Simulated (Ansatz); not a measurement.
Gas-phase reaction R1 → P1 + P2, each structure at its B3LYP-D3(BJ)/def2-TZVP stationary point, reached from a drawn start (curvature not checked).
R1: BCl3 (SMILES ClB(Cl)Cl), charge 0, multiplicity 1.
P1: BCl2 (SMILES Cl[B]Cl), charge 0, multiplicity 2.
P2: Cl atom, charge 0, multiplicity 2.

P less R. No zero-point or thermal terms; singlets are restricted closed shells; open shells are unrestricted; no spin–orbit coupling.

Correlated levels freeze the cores. CBS(a, b) extrapolates the correlation energy as X⁻³ and adds the Hartree–Fock energy of set b.

Run with Ansatz (a first-principles code) with Gaussian orbitals. No computed number here is a measurement.

The comparison value is 120.58 kcal/mol (CCSD(T)/CBS(cc-pV(T+d)Z, cc-pV(Q+d)Z)). It is a level with limits of its own, not the exact answer.

Task: Order these levels by how close they come to the comparison value for the reaction energy, closest first: BHLYP/def2-TZVPP, B3LYP/def2-TZVPP, CCSD(T)/cc-pV(D+d)Z. Give each level's value less the comparison value.

Result: B3LYP/def2-TZVPP (-6.97 kcal/mol), CCSD(T)/cc-pV(D+d)Z (-7.55 kcal/mol), BHLYP/def2-TZVPP (-8.82 kcal/mol)
